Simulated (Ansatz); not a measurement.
Cost and result for the atomization energy of `CB(O)O` (9 atoms, 8 bonds).

```xyz
9

C    -0.351    0.265    1.162
B     0.106   -0.051   -0.302
O    -0.607    0.490   -1.340
O     1.188   -0.871   -0.487
H    -0.836    1.240    1.236
H    -1.086   -0.482    1.481
H     0.479    0.218    1.868
H    -0.308    0.249   -2.219
H     1.415   -1.058   -1.400
```

Charge 0, multiplicity 1. Geometry: relaxed with PBE0-D4/def2-TZVP. It is one conformer, not always the lowest. Program: Ansatz. Hardware: A = 2 threads of a server CPU on a shared host; B = 2 threads of an AMD EPYC 7R13 on a shared host and a share of an NVIDIA H100 80 GB. Times are those of one run each, without the atoms' runs, and a repeat can differ threefold. Electronic energies, without spin–orbit coupling; frozen cores. CCSD(T)/CBS extrapolates def2-TZVPP and def2-QZVPP, and its time is that of the two runs behind it. T1 = 0.012. B3LYP takes the VWN-RPA correlation (the form of Gaussian; ORCA's B3LYP/G). HSE06 is the plane-wave form, built on full-range PBE exchange.

CCSD(T)/CBS is a level of theory with its own doubt, some kJ/mol a heavy atom from the limit and from the frozen cores, so smaller differences don't rank the functionals.

```
                                level  functions  wall time
           LDA (SPW92)/def2-TZVPP [A]        194      1.8 s
  PBE-D4/def2-TZVPP (with forces) [A]        194      2.8 s
              BHLYP-D4/def2-TZVPP [A]        194      3.3 s
               PBE0-D4/def2-TZVPP [A]        194      3.4 s
              HSE06-D4/def2-TZVPP [A]        194      3.8 s
                 CCSD(T)/def2-SVP [A]         81      4.1 s
B3LYP-D4/def2-TZVPP (with forces) [A]        194      4.2 s
               CCSD(T)/def2-TZVPP [B]        194      4.2 s
            r2SCANh-D4/def2-TZVPP [A]        194      4.4 s
                B2PLYP/def2-TZVPP [A]        194      5.5 s
               CCSD(T)/def2-QZVPP [B]        378       10 s
 ωB97M-V/def2-TZVPP (with forces) [A]        194       11 s
                    CCSD(T)/CBS(def2)          –       14 s
```

Q: What atomization energy does each give, and how far from CCSD(T)/CBS? (An estimate is asked.)

A: Computed: 
```
                                level  atomization (kJ/mol)  difference from CCSD(T)/CBS  per bond
           LDA (SPW92)/def2-TZVPP [A]                4261.5                        542.5      67.8
  PBE-D4/def2-TZVPP (with forces) [A]                3793.5                         74.5       9.3
              BHLYP-D4/def2-TZVPP [A]                3603.8                       -115.2     -14.4
               PBE0-D4/def2-TZVPP [A]                3718.6                         -0.4      -0.1
              HSE06-D4/def2-TZVPP [A]                3721.9                          2.9       0.4
                 CCSD(T)/def2-SVP [A]                3549.2                       -169.8     -21.2
B3LYP-D4/def2-TZVPP (with forces) [A]                3719.7                          0.7       0.1
               CCSD(T)/def2-TZVPP [B]                3633.1                        -85.9     -10.7
            r2SCANh-D4/def2-TZVPP [A]                3712.1                         -6.9      -0.9
                B2PLYP/def2-TZVPP [A]                3694.5                        -24.5      -3.1
               CCSD(T)/def2-QZVPP [B]                3683.9                        -35.1      -4.4
 ωB97M-V/def2-TZVPP (with forces) [A]                3736.8                         17.8       2.2
                    CCSD(T)/CBS(def2)                3719.0                          0.0       0.0
```

In def2-TZVPP, CCSD(T) changes the Hartree–Fock value by +871.5 kJ/mol (the triples alone add +49.5 kJ/mol) and MP2 by +956.0 kJ/mol; breaking electron pairs costs correlation energy, which Hartree–Fock lacks. From r2SCAN to r2SCAN0 (25 % exact exchange), in def2-TZVPP and without D4, the atomization energy moves by −64.2 kJ/mol: exact exchange takes away binding that semilocal exchange gives to molecules. The D4 term adds +18.1 kJ/mol with B3LYP and +9.4 kJ/mol with PBE0; it sums over pairs of atoms, weighted by their polarisabilities, and B3LYP, whose exchange is more repulsive, gets the larger term.
